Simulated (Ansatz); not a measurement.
Ansatz results at the PBE0-D4/def2-TZVP geometry: HOMO–LUMO gap (B3LYP/def2-TZVPP) 5.46 eV; HOMO energy (ωB97M-V/def2-TZVPP) -10.37 eV; HOMO energy (PBE/def2-TZVPP) -6.86 eV.

Each molecule was computed in one conformer, which needn't be the lowest.

(1) Which molecule gave them?
A. `[SiH3]C=C=CI`
B. `FB(F)C[SiH3]`
C. `CB[SiH](F)F`
D. `BC(C)(F)[SiH3]`

Answers

(1) C. The others give `BC(C)(F)[SiH3]`: 6.10, -10.05, -6.55; `FB(F)C[SiH3]`: 9.01, -11.74, -8.10; `[SiH3]C=C=CI`: 4.84, -8.99, -5.83.

B3LYP here is the variant with VWN-RPA as its local correlation; programs differ in this.
